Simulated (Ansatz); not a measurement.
Input file for Ansatz (a program for electronic structure): R-wB97X-V/def2-TZVPP on H5NSiSn (SMILES [NH2][Sn][SiH3]), a point of a torsion scan. Elements past Kr take the def2 small-core potentials; no spin–orbit coupling.

Ansatz 0.2 input:
```yaml
crystal:
  periodic: [false, false, false]
  atoms:
    - {symbol: N, position_ang: [1.99002913, -0.24082146, 0.21426199]}
    - {symbol: Sn, position_ang: [0.45222394, 0.40315306, 1.36241430]}
    - {symbol: Si, position_ang: [-1.22184250, -1.27636886, 0.27337738]}
    - {symbol: H, position_ang: [2.92794114, 0.12910037, 0.26316731]}
    - {symbol: H, position_ang: [1.99435781, -0.96651555, -0.48707105]}
    - {symbol: H, position_ang: [-2.00280440, -0.73087364, -0.85414846]}
    - {symbol: H, position_ang: [-0.62374402, -2.49600292, -0.29953906]}
    - {symbol: H, position_ang: [-2.27425300, -1.81013926, 1.15938915]}
basis:
  gaussian:
    orbitals: def2-TZVPP
hamiltonian:
  xc: {name: wB97X-V}
scf: {lower_state_search: off}
```

Q: Predict the final total energy.

A: -561.5026 hartree.

Q: How many basis functions does it have, and what does it roughly cost on one machine?

A: 193 functions; very roughly 6 core-seconds.
